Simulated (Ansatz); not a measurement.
ClFH4OSi2 can be A, `O[SiH2][SiH](F)Cl`, or B, `O[Si](F)([SiH3])Cl`.

Computed with Ansatz on PBE0-D4/def2-TZVP structures; ΔE is electronic, products minus reactants. CCSD(T)/CBS is the MP2 limit (def2-TZVPP, def2-QZVPP) plus CCSD(T) − MP2 in def2-TZVPP, frozen cores. DFT in def2-TZVPP. B3LYP here is the variant with VWN-RPA as its local correlation; programs differ in this. One conformer a species, not always the lowest.

A:

Z-matrix (Å, degrees):
```
Si
Si 1 2.351
O 1 1.648 2 108.5
H 1 1.482 2 112.0 3 117.3
H 1 1.489 2 107.6 3 -122.2
Cl 2 2.061 1 105.3 3 43.4
F 2 1.597 1 111.5 3 160.3
H 2 1.482 1 117.9 3 -75.3
H 3 0.959 1 117.0 2 -49.8
```

B:

Z-matrix (Å, degrees):
```
Si
F 1 1.594
Si 1 2.329 2 110.8
O 1 1.624 2 110.0 3 120.9
Cl 1 2.053 2 105.1 3 -120.6
H 3 1.485 1 108.6 2 -56.8
H 3 1.485 1 109.8 2 63.3
H 3 1.484 1 108.7 2 -176.3
H 4 0.960 1 119.7 2 70.6
```

Which is lower in electronic energy at CCSD(T)/CBS, and by how much? (Best estimate.)

Computed: B, by 40.7 kJ/mol.

Give E(B) − E(A) in kJ/mol with B3LYP-D4, CCSD(T)/def2-TZVPP, PBE0-D4, ωB97M-V, CCSD/def2-TZVPP, B3LYP, B2PLYP. (Estimate.)

Computed: B3LYP-D4 -40.2, CCSD(T)/def2-TZVPP -42.6, PBE0-D4 -41.7, ωB97M-V -42.2, CCSD/def2-TZVPP -42.1, B3LYP -38.8, B2PLYP -40.1. None reverses the order clearly.

Largest T1 diagnostic: 0.012.
